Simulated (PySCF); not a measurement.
H4P, SMILES [PH4+], charge +1. Geometry: B3LYP-D3(BJ)/def2-TZVPD. The isomer is the one that the SMILES or the coordinates give; other isomers of the formula were not compared.

Level of theory: B3LYP-D3(BJ)/def2-TZVPD run with PySCF 2.14.0.

Harmonic wavenumbers (cm⁻¹): 993, 993, 993, 1136, 1136, 2498, 2550, 2550, 2550. Rotational constants (GHz): 96.20, 96.20, 96.20; symmetry number 12.

Work out the zero-point energy and the ideal-gas rigid-rotor harmonic-oscillator thermochemistry at 298.15 K and 1 atm.

ZPE = ½ Σ hcν = ½ × 15397 cm⁻¹ = 92.10 kJ/mol. H − E(el) = 102.42 kJ/mol. Entropy in J/(mol K): translation 153.09, rotation 48.55, vibration 1.66, total 203.30. G − E(el) = 41.81 kJ/mol. Cp = 40.21 J/(mol K).
